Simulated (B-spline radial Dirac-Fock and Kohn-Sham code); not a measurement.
**Radiative decay of the L3 hole in Yb⁺**

System: ytterbium as Yb⁺, configuration [Xe] 4f13 6s1 6p1 (not the ground configuration).

Level of theory: independent-particle rates on relativistic LDA orbitals of the hole state (multipoles up to L = 3, Coulomb Auger matrix elements, transition energies from Dirac-Fock); a B-spline atomic structure program.

```
 line  multipole  energy (eV)  rate (s⁻¹)  share (%)
   Lℓ         E1       6539.1    5.05e+13       3.48
L3-M2         E2       6765.0    4.88e+11     0.0337
L3-M3         E2       6987.8    4.45e+11     0.0307
  Lα2         E1       7367.2    1.20e+14       8.30
  Lα1         E1       7414.8    1.06e+15       73.3
  Lβ6         E1       8450.0    1.21e+13      0.831
 Lβ15         E1       8744.0    2.02e+13       1.39
  Lβ2         E1       8753.2    1.81e+14       12.5
  Lβ7         E1            –    2.06e+12      0.142
L3-N7         E2       8939.4    3.74e+11     0.0258
```

The listed lines hold 100.0 % of the radiative rate. A dash stands for an energy that rests on an unreliable hole state. The radiative width is 0.955 eV in the length form and 0.968 eV in the velocity form; the two differ because the transition energies are not eigenvalue differences of the potential that gave the orbitals.

Values without a named source are computed, but for edge energies of neutral atoms, which are taken from tables.
